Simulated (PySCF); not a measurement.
# Spinor energies of Te⁻ (tellurium, charge -1)

Start: [Kr] 4d10 5s2 5p5; 5p1/2 filled at m_j = -1/2, +1/2; 5p3/2 filled at m_j = -1/2, +1/2, +3/2. Calculated with PySCF 2.14 in x2c-SVPall-2c with one added diffuse shell each of s, p type (7s9p4d, 54 functions): generalised Hartree-Fock with the X2C-1e Hamiltonian and a Gaussian nucleus; one run each with spin-orbit coupling (SO) switched off, then screened by Boettger's factors.

```
spinor shell  electrons  ε, spin-free (eV)  ε, screened SO (eV)  weight of nominal j (screened SO)  rms radius, screened SO (bohr)
       1s1/2          2           -31962.4             -31959.1                              1.000                          0.0319
       2s1/2          2            -4993.2              -4992.2                              1.000                           0.130
       2p1/2          2            -4476.1              -4667.0                              1.000                           0.112
       2p3/2          4            -4476.1              -4389.4                              1.000                           0.117
       3s1/2          2            -1030.7              -1030.4                              1.000                           0.343
       3p1/2          2            -858.33              -894.86                              1.000                           0.335
       3p3/2          4            -858.33              -841.48                              1.000                           0.347
       3d3/2          4            -597.92              -604.17                              1.000                           0.320
       4s1/2          2            -186.83              -186.68                              1.000                           0.816
       4p1/2          2            -130.87              -137.74                              1.000                           0.860
       4p3/2          4            -130.87              -127.56                              1.000                           0.886
       4d3/2          4            -46.403              -47.188                              0.998                            1.05
       4d5/2          6            -46.403              -45.677                              0.998                            1.06
       5s1/2          2            -13.656              -13.604                              1.000                            2.36
       5p1/2          2             -2.553               -3.175                              0.878                            3.06
       5p3/2          3             -2.553               -2.185                              0.919                            3.28
```

(1) Where does 3d5/2 lie, and what is the 3d spin-orbit splitting (screened SO)?

```json
{"quantity": "E (hartree)", "spin-free": "-6789.29833", "screened SO": "-6791.15327"}
{"quantity": "M_J", "spin-free": "3/2", "screened SO": "3/2"}
{"quantity": "⟨J²⟩", "spin-free": "3.766", "screened SO": "3.765"}
{"quantity": "⟨L²⟩", "spin-free": "2.008", "screened SO": "2.037"}
{"quantity": "⟨S²⟩", "spin-free": "0.758", "screened SO": "0.782"}
```

Each row is a mean over spinors that exchange with the open shell spreads, by up to 2.109 eV (5s1/2).

Rows whose weight is well below 1 are mixtures of j = l ± 1/2: exchange outweighs spin-orbit coupling there, and the label is only the starting occupation.

Breit and QED terms are absent; they matter most for the inner s and p1/2 levels.

Densities and radii are taken from the X2C orbitals without a picture-change correction, which distorts them close to the nucleus.

Without spin-orbit coupling the j labels of p, d and f shells carry no meaning; the spin-free column gives the mean over the occupied spinors of each nl shell.

Results:

(1) At -593.34 eV, 10.823 eV above 3d3/2.
